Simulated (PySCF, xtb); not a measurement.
C3H8FNSi, SMILES CC/N=C/[SiH2]F.

GFN2-xTB (xtb 6.7.1) at its own geometry gives an orbital gap of 2.90 eV and a dipole moment of 1.51 D.

The structure is a stationary point at PBE0-D3(BJ)/def2-SVP. The structure was generated by enumeration; whether it is a known compound was not checked. Other conformers were not sampled.

Problem. What does PBE/def2-TZVP run with PySCF give? (The exact figures need the calculation; the answer reports its results.)

Solution. gap 3.79 eV (levels -5.98 and -2.19 eV), dipole 1.94 D.
